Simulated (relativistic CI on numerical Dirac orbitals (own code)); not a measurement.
## Electric-dipole lines of Se XIX

Method of calculation: Dirac-Coulomb-Breit CI, orbitals from a KLI potential per configuration, model QED (radiative potential, 1s self-energy scaled to tabulated hydrogen-like ionisation energies), unscaled Slater integrals (own radial code, finite nucleus).

Configurations in the expansion (outside the closed core [Ne]): 3s²3p⁴, 3s3p⁵, 3s²3p³3d, 3p⁶, 3s3p⁴3d, 3p⁵3d, 3s3p³3d², 3s²3p²3d4p, 3s²3p³4s, 3p⁵4s, 3s²3p³4p, 3p⁵4p, 3s3p³3d4s, 3s²3p³4d, 3s3p⁴4s, 3s²3p³4f, 3s3p⁴4p, 3p⁴3d4p, 3s3p⁴4d, 3s3p⁴4f, 3s²3p³5s, 3s²3p³5p, 3s²3p²4s4p, 3s²3p³5d, 3s²3p³5f, 3s²3p³5g, 3s3p³4s², 3s3p⁴5s, 3s3p⁴5p, 3s²3p²3d², 3s²3p3d³, 3s3p²3d³, 3s²3p3d²4s, 3s²3p3d²4p, 3s²3p3d²4d, 3p⁴3d², 3p³3d³, 3p³3d²4s, 3p³3d²4p, 3p³3d²4d, 3s²3p²3d4s, 3s3p²3d²4s, 3s²3p3d4s², 3s²3p3d4s4p, 3s²3p3d4s4d, 3p⁴3d4s, 3p³3d4s², 3p³3d4s4p, 3p³3d4s4d, 3s²3p²4s², 3s3p²3d4s², 3s²3p4s²4p, 3s²3p4s²4d, 3s²3p²4p², 3s²3p3d4p², 3s3p²3d4p², 3s²3p4s4p², 3s²3p4p³, 3s²3p4p²4d. Double excitations out of closed p, d and f shells are left out; levels of such configurations are missing from the list, as are those of other unlisted configurations, and high levels can miss mixing partners. These lack a partner that the ground configuration has and come out too high: 3s²3p³4f, 3s3p⁴4p, 3s3p⁴4d, 3s3p⁴4f, 3s²3p³5s.

| λ vac (nm) | Lower | Upper | A (s⁻¹) | log gf | S velocity/length |
| --- | --- | --- | --- | --- | --- |
| 11.058 | 3s²3p⁴ ³P2 [1] | 3s²3p³3d ¹F°3 [40] | 9.32e+10 | 0.08 | 1.01 |
| 11.130 | 3s3p⁵ ³P°2 [6] | 3s3p⁴3d ³D3 [100] | 1.70e+11 | 0.34 | 1.01 |
| 11.143 | 3s²3p⁴ ³P0 [2] | 3s²3p³3d ³D°1 [44] | 1.02e+11 | -0.25 | 1.01 |
| 11.219 | 3s3p⁵ ³P°2 [6] | 3s3p⁴3d ³P2 [97] | 1.31e+11 | 0.09 | 0.95 |
| 11.240 | 3s²3p⁴ ¹D2 [4] | 3s²3p³3d ¹F°3 [46] | 2.45e+11 | 0.51 | 1.03 |
| 11.253 | 3s²3p⁴ ³P2 [1] | 3s²3p³3d ³D°3 [39] | 1.36e+11 | 0.26 | 1.02 |
| 11.349 | 3s²3p⁴ ³P1 [3] | 3s²3p³3d ³D°1 [44] | 1.23e+11 | -0.15 | 0.99 |
| 11.354 | 3s²3p³3d ⁵D°4 [14] | 3s²3p²3d² ⁵P3 [144] | 1.78e+11 | 0.38 | 0.79 |
| 11.420 | 3s²3p⁴ ¹D2 [4] | 3s²3p³3d ¹D°2 [45] | 1.52e+11 | 0.17 | 0.95 |
| 11.435 | 3s²3p³3d ⁵D°3 [11] | 3s²3p²3d² ⁵D3 [135] | 1.54e+11 | 0.32 | 0.92 |
| 11.444 | 3s²3p⁴ ³P2 [1] | 3s²3p³3d ³P°2 [37] | 1.27e+11 | 0.09 | 0.99 |
| 11.466 | 3s²3p³3d ³G°5 [24] | 3s²3p²3d² ³G5 [176] | 1.56e+11 | 0.53 | 0.97 |
| 11.489 | 3s²3p⁴ ³P2 [1] | 3s²3p³3d ³P°1 [36] | 1.72e+11 | 0.01 | 0.96 |
| 11.524 | 3s²3p³3d ⁵D°4 [14] | 3s²3p²3d² ⁵D4 [136] | 1.90e+11 | 0.53 | 0.94 |
| 11.540 | 3s²3p⁴ ³P1 [3] | 3s²3p³3d ³D°2 [43] | 1.54e+11 | 0.19 | 1.00 |
| 11.662 | 3s²3p⁴ ¹S0 [5] | 3s²3p³3d ¹P°1 [47] | 1.94e+11 | 0.07 | 0.98 |
| 11.864 | 3s²3p⁴ ³P2 [1] | 3s²3p³3d ³P°2 [35] | 5.57e+10 | -0.23 | 0.99 |
| 11.952 | 3s²3p³3d ³D°3 [39] | 3s²3p²3d² ³F4 [212] | 1.53e+11 | 0.47 | 0.96 |
| 12.026 | 3s²3p³3d ³G°5 [24] | 3s²3p²3d² ³H6 [165] | 7.02e+10 | 0.30 | 1.02 |
| 12.167 | 3s²3p³3d ¹F°3 [46] | 3s²3p²3d² ¹G4 [241] | 2.87e+11 | 0.76 | 0.99 |

Terms are leading LS components. Brackets give the number of a level in order of energy, since labels repeat. The list gives strong lines, with weight on those to low levels, among the lowest 400 of 8860 levels, so that lines to higher ones, which can be the strongest, are missing. Levels whose partners in the same complex of configurations lie outside the list can be far off, and so can their lines. Rates are taken at the computed energies, electric ones in the length gauge. A velocity-to-length ratio far from 1 marks an uncertain rate.

At this charge energies of transitions that change n are usually good to better than 1 %, and those within a shell (Δn = 0) to a few per cent.

LS names give the leading component of a level, which can be under half, so a name can repeat, a term be missing and a line seem to break the LS rules.
